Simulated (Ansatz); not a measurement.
`C[SiH2][GeH2][CH3]` + `C#CSS` → `C#CSS[SiH2]C` + `[CH3][GeH3]`  (cleavage of the Si–Ge bond)

Program: Ansatz. Geometries: PBE0-D4/def2-TZVP. ΔE: electronic, gas phase. CCSD(T)/CBS adds triple-zeta CCSD(T) − MP2 to the extrapolated MP2 energy (def2 sets, frozen cores). Functionals use def2-TZVPP. For Ge outer-core shells are correlated without core-valence functions, which leaves a few kJ/mol of doubt a bond. Scalar relativity is left out up to krypton. One conformer a species, not always the lowest.

Problem. Is it downhill or uphill in electronic energy at CCSD(T)/CBS, and by how much? (Estimate.)

Solution. Computed: Downhill: ΔE = -0.53 eV.

Problem. What do these levels give: r2SCAN-D4, PBE0-D4, ωB97X-V, ωB97M-V, PBE, HF/def2-TZVPP, MP2/def2-TZVPP, SCS-MP2/def2-TZVPP, MP2/def2-QZVPP, SCS-MP2/def2-QZVPP, HF/CBS(def2), MP2/CBS(def2)? (An estimate is asked.)

Solution. Ansatz gave: r2SCAN-D4 -0.52, PBE0-D4 -0.48, ωB97X-V -0.51, ωB97M-V -0.53, PBE -0.43, HF/def2-TZVPP -0.55, MP2/def2-TZVPP -0.58, SCS-MP2/def2-TZVPP -0.56, MP2/def2-QZVPP -0.60, SCS-MP2/def2-QZVPP -0.59, HF/CBS(def2) -0.57, MP2/CBS(def2) -0.61 eV.

Largest T1 diagnostic among the species: 0.014.

The D4 term adds −0.04 eV with B3LYP and −0.02 eV with PBE0; it sums over pairs of atoms, weighted by their polarisabilities, and B3LYP, whose exchange is more repulsive, gets the larger term.

B3LYP here is the variant with VWN-RPA as its local correlation; programs differ in this.
